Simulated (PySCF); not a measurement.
Simulation results for BFHO

Computed with PySCF 2.14.0. Calculation on a computer-drawn molecule: vertical ionisation energy to the stated ion spin, frozen-core CCSD(T) at the basis limit and cheaper methods, single-reference cases, UHF for radicals, no spin-orbit; all values are single points at the evaluated structure, the first of each entry, which is the reference or a displaced copy of it and isn't optimised; the reference structure only sets the zero of the energies above reference; triples share is (T) over the correlation energy.

```xyz
4
formula=BFHO charge=1 multiplicity=1 ion_multiplicity=2 diffuse_functions=no basis=cc-pVnZ reference_is=the_Hartree-Fock_double-zeta_minimum best_is=HF_at_quadruple_zeta_+_MP2_correlation_extrapolated_from_triple_and_quadruple_zeta_+_CCSD(T)_minus_MP2_at_triple_zeta basis_step_is=the_size_of_the_change_from_the_same_recipe_one_zeta_lower
O     -3.0414     1.0373    -0.5245
B     -2.7538     0.5202     0.5522
F     -2.5625     0.2389     1.6335
H     -2.5254     1.1893    -1.3571
```

Reference structure:
```xyz
4
BFHO
O     -2.9963     0.9619    -0.5881
B     -2.7413     0.5668     0.5527
F     -2.5755     0.1635     1.7067
H     -2.5032     1.2542    -1.3570
```

Drawn bonds:
```
atom  other atom  order
   1           2      1
   2           3      1
   1           4      1
```

To be estimated
1. BFHO: T1 diagnostic at triple zeta?
2. What ionisation energy EOM CCSD at triple zeta does the calculation give for BFHO?
3. BFHO: ionisation energy basis step?
4. Estimate the energy above reference basis step of BFHO.
5. Give the table of triple zeta values for BFHO.

Answers
1. 0.01299
2. 22.83 eV
3. 0.03444 eV
4. 1.068 kcal/mol
5. 
Triple zeta:
```
 method  ionisation energy (eV)  energy above reference (kcal/mol)
     HF                   21.35                              10.13
    PBE                   22.68                              13.73
 r2SCAN                   22.67                              12.46
  B3LYP                   22.86                              12.51
  wB97X                   22.82                              12.73
    MP2                   23.05                              13.26
   CCSD                   22.77                              12.53
CCSD(T)                   22.83                              13.03
```

Further results for BFHO:

* ionisation energy best: 22.99 eV
* energy above reference best: 12.05 kcal/mol
* ionisation energy Koopmans at triple zeta: 24.01 eV
* total energy HF triple zeta: -199.4186 hartree
* total energy CCSD(T) triple zeta: -199.9904 hartree
* total energy best: -200.0884 hartree
* D1 diagnostic at triple zeta: 0.03483
* ion T1 diagnostic at triple zeta: 0.02187
* ion D1 diagnostic at triple zeta: 0.1001
* ion spin squared at triple zeta: 0.7568
* triples share at triple zeta: 0.03165
* basis functions triple zeta: 104
